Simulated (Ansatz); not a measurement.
Ansatz (a program for electronic structure) input file for CH₄Cl₂OSi₂, SMILES Cl[Si]1(Cl)CO[SiH2]1, PBE0-D3(BJ)/def2-SVP. 

Ansatz 0.2 input:
```yaml
crystal:
  periodic: [false, false, false]
  atoms:
    - {symbol: Cl, position_ang: [1.50746774, 0.11297581, 1.69029884]}
    - {symbol: Si, position_ang: [0.29856579, -0.01781784, 0.00000000]}
    - {symbol: Cl, position_ang: [1.50746776, 0.11297581, -1.69029883]}
    - {symbol: C, position_ang: [-0.93139724, -1.51002010, -0.00000000]}
    - {symbol: O, position_ang: [-2.17671571, -0.77414866, 0.00000000]}
    - {symbol: Si, position_ang: [-1.85346252, 0.91182549, -0.00000001]}
    - {symbol: H, position_ang: [-0.85428633, -2.15597800, -0.90224286]}
    - {symbol: H, position_ang: [-0.85428633, -2.15597800, 0.90224287]}
    - {symbol: H, position_ang: [-2.38733370, 1.60399058, 1.22441587]}
    - {symbol: H, position_ang: [-2.38733370, 1.60399057, -1.22441588]}
basis:
  gaussian:
    orbitals: def2-SVP
hamiltonian:
  xc: pbe0
  dispersion: d3bj
relax: {f_tol: 0.002, max_steps: 200}
```

Program output:

```
WARN ansatz: RAYON_NUM_THREADS=1 ignored (pool sized by the plan → 1); use --threads N
Functional definition: PBE0
integrals: 0.08 GiB planned
1213 factors; integrals over basis functions are off by at most 4.4e-4 eV
mean field: 0.69 GiB planned
mean field evaluation 1: about -43914.8309 eV, gradient 4.4e1 eV
mean field evaluation 2: about -43903.3137 eV, gradient 8.6e1 eV
mean field evaluation 4: about -43918.9709 eV, gradient 4.6e0 eV
mean field evaluation 8: about -43919.0327 eV, gradient 5.1e-2 eV
mean field evaluation 16: about -43919.0328 eV, gradient 3.2e-5 eV
mean field -43919.03275712 eV, -1613.9946844347 hartree, gradient 3.2e-5 eV, S^2 0.000000; 0 other end points of the search recorded, 0 dependent functions left out
the calculation of the forces begins
reference -43919.03278490 eV, -1613.9946854556 hartree; 40, 40 occupied and 80, 80 virtual orbitals, 1213 factors
relax step   1: F+E_penalty+E_count = -43919.33501320 eV  Δ(F+E_penalty+E_count) = +0.000e0 eV  max|allowed force component| = 5.409e-1 eV/Å  Δτ_max = 0.0000 Å  (28 SCF iters, accepted)
these checks for a lower state are left out or cut short: starts, cluster_reference, orbital_swaps, neighbouring_geometries, increment
integrals: 0.08 GiB planned
1213 factors; integrals over basis functions are off by at most 4.4e-4 eV
mean field: 0.69 GiB planned
mean field -43919.05180575 eV, -1613.9953844587 hartree, gradient 8.8e-5 eV, S^2 0.000000; 0 other end points of the search recorded, 0 dependent functions left out
the calculation of the forces begins
reference -43919.05183338 eV, -1613.9953854742 hartree; 40, 40 occupied and 80, 80 virtual orbitals, 1213 factors
relax step   2: F+E_penalty+E_count = -43919.35630344 eV  Δ(F+E_penalty+E_count) = -2.129e-2 eV  max|allowed force component| = 2.486e-1 eV/Å  Δτ_max = 0.0240 Å  (27 SCF iters, accepted)
these checks for a lower state are left out or cut short: starts, cluster_reference, orbital_swaps, neighbouring_geometries, increment
integrals: 0.08 GiB planned
1213 factors; integrals over basis functions are off by at most 4.3e-4 eV
mean field: 0.69 GiB planned
mean field -43919.05396463 eV, -1613.9954637962 hartree, gradient 8.5e-5 eV, S^2 0.000000; 0 other end points of the search recorded, 0 dependent functions left out
the calculation of the forces begins
reference -43919.05399225 eV, -1613.9954648113 hartree; 40, 40 occupied and 80, 80 virtual orbitals, 1213 factors
relax step   3: F+E_penalty+E_count = -43919.35895502 eV  Δ(F+E_penalty+E_count) = -2.652e-3 eV  max|allowed force component| = 5.690e-2 eV/Å  Δτ_max = 0.0075 Å  (28 SCF iters, accepted)
these checks for a lower state are left out or cut short: starts, cluster_reference, orbital_swaps, neighbouring_geometries, increment
integrals: 0.08 GiB planned
1213 factors; integrals over basis functions are off by at most 4.3e-4 eV
mean field: 0.69 GiB planned
mean field evaluation 32: about -43919.0543 eV, gradient 2.8e-4 eV
mean field -43919.05426297 eV, -1613.9954747600 hartree, gradient 1.1e-5 eV, S^2 0.000000; 0 other end points of the search recorded, 0 dependent functions left out
the calculation of the forces begins
reference -43919.05429059 eV, -1613.9954757751 hartree; 40, 40 occupied and 80, 80 virtual orbitals, 1213 factors
relax step   4: F+E_penalty+E_count = -43919.35916513 eV  Δ(F+E_penalty+E_count) = -2.101e-4 eV  max|allowed force component| = 1.388e-2 eV/Å  Δτ_max = 0.0035 Å  (25 SCF iters, accepted)
these checks for a lower state are left out or cut short: starts, cluster_reference, orbital_swaps, neighbouring_geometries, increment
integrals: 0.08 GiB planned
1213 factors; integrals over basis functions are off by at most 4.3e-4 eV
mean field: 0.68 GiB planned
mean field -43919.05433071 eV, -1613.9954772494 hartree, gradient 3.9e-5 eV, S^2 0.000000; 0 other end points of the search recorded, 0 dependent functions left out
the calculation of the forces begins
reference -43919.05435834 eV, -1613.9954782646 hartree; 40, 40 occupied and 80, 80 virtual orbitals, 1213 factors
relax step   5: F+E_penalty+E_count = -43919.35917858 eV  Δ(F+E_penalty+E_count) = -1.345e-5 eV  max|allowed force component| = 4.490e-3 eV/Å  Δτ_max = 0.0010 Å  (21 SCF iters, accepted)
these checks for a lower state are left out or cut short: starts, cluster_reference, orbital_swaps, neighbouring_geometries, increment
integrals: 0.08 GiB planned
1213 factors; integrals over basis functions are off by at most 4.3e-4 eV
mean field: 0.68 GiB planned
mean field -43919.05434141 eV, -1613.9954776427 hartree, gradient 1.1e-5 eV, S^2 0.000000; 0 other end points of the search recorded, 0 dependent functions left out
the calculation of the forces begins
reference -43919.05436904 eV, -1613.9954786579 hartree; 40, 40 occupied and 80, 80 virtual orbitals, 1213 factors
relax step   6: F+E_penalty+E_count = -43919.35917917 eV  Δ(F+E_penalty+E_count) = -5.906e-7 eV  max|allowed force component| = 7.604e-4 eV/Å  Δτ_max = 0.0002 Å  (21 SCF iters, accepted)
integrals: 0.08 GiB planned
1213 factors; integrals over basis functions are off by at most 4.3e-4 eV
mean field: 0.68 GiB planned
mean field -43919.05434141 eV, -1613.9954776427 hartree, gradient 1.1e-5 eV, S^2 0.000000; 1 other end points of the search recorded, 0 dependent functions left out
the calculation of the forces begins
reference -43919.05436904 eV, -1613.9954786579 hartree; 40, 40 occupied and 80, 80 virtual orbitals, 1213 factors
Total energy: -43919.35920680 eV, -1614.0066812389 hartree
Atom 0 at     1.492729     0.109443     1.672468 Å, force    -0.000122    -0.000282     0.000116 eV/Å
Atom 1 at     0.289287    -0.017339     0.000000 Å, force    -0.000740     0.000760     0.000000 eV/Å
Atom 2 at     1.492729     0.109443    -1.672468 Å, force    -0.000122    -0.000282    -0.000116 eV/Å
Atom 3 at    -0.930360    -1.498006    -0.000000 Å, force    -0.000137     0.000490     0.000000 eV/Å
Atom 4 at    -2.162410    -0.767886     0.000000 Å, force     0.000499    -0.000297    -0.000000 eV/Å
Atom 5 at    -1.851605     0.900989    -0.000000 Å, force     0.000289    -0.000052     0.000000 eV/Å
Atom 6 at    -0.856276    -2.140085    -0.894246 Å, force     0.000116    -0.000239    -0.000379 eV/Å
Atom 7 at    -0.856276    -2.140085     0.894246 Å, force     0.000116    -0.000239     0.000379 eV/Å
Atom 8 at    -2.374567     1.587670     1.216720 Å, force     0.000051     0.000071     0.000062 eV/Å
Atom 9 at    -2.374567     1.587670    -1.216720 Å, force     0.000051     0.000071    -0.000062 eV/Å
Dipole moment:    -0.076681     0.041809    -0.000000 e Å
```

Self-consistency was reached.

Cost: around 23 core-seconds (rough).
